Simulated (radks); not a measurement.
Q: Successive ionisation energies (eV) of one element, from differences of total energies of ions in their ground configurations, starting at charge 0: 21.985, 41.385, 63.323, 97.666, 127.01, 158.14, 205.35, 239.56, 1193.2, 1359.0. Calculated with a radial shooting solver on a logarithmic mesh with Libxc functionals: non-relativistic Kohn-Sham, PBE, spin-polarised, spherical densities, point nucleus; open shells are filled with parallel spins first. Which element is it?

A: Neon (Z = 10). The first species listed is Ne in [Ne], the last Ne9+ in 1s1.
